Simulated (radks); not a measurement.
Values are calculated unless marked as measured or tabulated.
Task: The potassium ion K12+ is in [He] 2s2 2p3. Code: a radial shooting solver on a logarithmic mesh with Libxc functionals. Model: scalar-relativistic Kohn-Sham, PBEsol, spin-polarised, spherical densities, finite nucleus; Fermi nuclear charge, rms radius of each element as measured or else 0.836 A^(1/3) + 0.57 fm. Open shells are filled with parallel spins first. One electron is removed from 2p, 1s, 2s in turn, with full relaxation. Which removal costs least, and what does each cost?

Result: 2p 717.03 eV; 2s 745.35 eV; 1s 4087.7 eV. The 2p electron leaves first.
